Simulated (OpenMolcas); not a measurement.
Ta4+ with 6 ligands (chloride) in octahedral coordination (Oh) at 2.58 Å. A charge of +0.333 e stands 2.4 Å behind each ligand. Ligand basis ANO-RCC-VDZP.

```yaml
Program: OpenMolcas 26.06
Method: SS-CASPT2, IPEA 0.25 Eh, imaginary shift 0.1 Eh (the lowest 29 gerade and 27 ungerade orbitals frozen, chosen by energy and not by shell, so the metal 5p can be frozen and 4f correlated)
Basis: ANO-RCC-VTZP [8s7p5d3f2g1h]
Scalar_Hamiltonian: DKH2, point nucleus
Active_space: 1 electron in 5 orbitals (5d)
State_averaging: 2S+1 = 2 even, 5 roots
Spin-orbit_coupling: state interaction with AMFI integrals over the reference wave functions
```

(1) What is the spin-free ground state (labels of O, the rotations of Oh)?

(2) Where is the first state of the same spin?

(3) What are the lowest two levels with spin-orbit coupling?

(4) What is χT at 300 K, and how does it compare with the textbook value?

(5) Which ligand-field parameters describe the states?

Results:

(1) 2T2, 3-fold in its orbital part; it has the highest spin that d1 allows.

(2) 2E at 19500 cm-1 above the ground state.

(3) A 4-fold level Γ8, then a 2-fold level Γ7 3640 cm-1 above it. Their leading multiplicities are 2 (100 %) and 2 (100 %).

(4) The lowest level has 2S+1 = 2, for which the spin-only value is χT = S(S+1) / 2 = 0.375 cm3 K/mol (g = 2). The computed 0.050 at 300 K differs by -0.325, through orbital momentum, spin-orbit coupling and any other state in reach. With a threefold ground state the orbital momentum is unquenched, so the spin-only value is not expected to hold.

(5) The gap between the two states is 10Dq = 19544 cm-1. 

Roots that are degenerate in the reference are averaged as groups; the widest CASPT2 spread within a group is 120 cm-1 (the 3-fold group of multiplicity 2 near 0 cm-1 above the lowest state of its run). Shifts and gaps below about the spread of the groups concerned are not significant. Over all roots computed the reference weight is 0.66; a low but even weight reflects the number of correlated electrons. An orbital triplet at a regular site is open to Jahn-Teller coupling, which can distort the site and quench the lowest spin-orbit gaps and is left out. The least metal-like active orbital is 76 % on the metal (Löwdin) and no ligand orbital is active, so the numbers are rough. Ligand-to-metal charge-transfer states are missing. With one d shell and no ligand orbital active, 10Dq can be off by a tenth or more. The distance lies 6 % over the 2.44 Å that this model takes as the normal distance (a Shannon-type radius plus a fixed donor radius); by an R⁻⁵ law this alone changes a d-shell field by about -24 %. No measured value stands beside these numbers; the geometry was imposed, not optimised, and the real ion may take another.
